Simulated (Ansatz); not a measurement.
The cluster KH₂⁻ (the lowest singlet isomer of a short search) was relaxed with B3LYP-D4 (def2-TZVPD) in Ansatz in these states: charge -1 quintet, charge -1 singlet, charge -1 triplet. The geometries follow in no particular order.

A:

Cartesian coordinates in Å:
```
K -1.557 1.050 -0.602
H 0.377 -0.606 1.198
H 1.180 -0.445 -0.596
```

B:

```xyz
3

K    -0.005   -0.001   -0.001
H    -0.891    2.701    1.507
H     0.895   -2.700   -1.506
```

C:

```xyz
3

K    -0.0043    0.0006   -0.0030
H     1.4789    0.1904   -2.0290
H    -1.4746   -0.1910    2.0320
```

Question: Judge from the bond lengths which geometry belongs to which state (an estimate).

Answer: A is the charge -1 triplet (K1–H3 3.118 Å, K1–H2 3.118 Å); B is the charge -1 quintet (K1–H3 3.218 Å, K1–H2 3.218 Å); C is the charge -1 singlet (K1–H3 2.518 Å, K1–H2 2.518 Å).

At B3LYP-D4/def2-TZVPD the highest occupied level of the charge -1 triplet lies above zero (up to 0.49 eV). It is a level of α spin, whose loss leaves a doublet; that state wasn't run at this geometry and level. The electron is either unbound and held by the finite basis, or the level is raised by self-interaction error. At B3LYP-D4/def2-TZVPD the highest occupied level of the charge -1 quintet lies above zero (up to 1.11 eV). It is a level of α spin, whose loss leaves a quartet; that state wasn't run at this geometry and level. The electron is either unbound and held by the finite basis, or the level is raised by self-interaction error. At PBE0-D4/def2-TZVPD a singlet lies 0.70 eV below the charge -1 triplet. At PBE0-D4/def2-TZVPD a singlet lies 3.72 eV below the charge -1 quintet. These are the stationary points nearest to one start from a short search; other shapes may lie lower in each state. The charge -1 quintet has come apart into loosely held pieces.
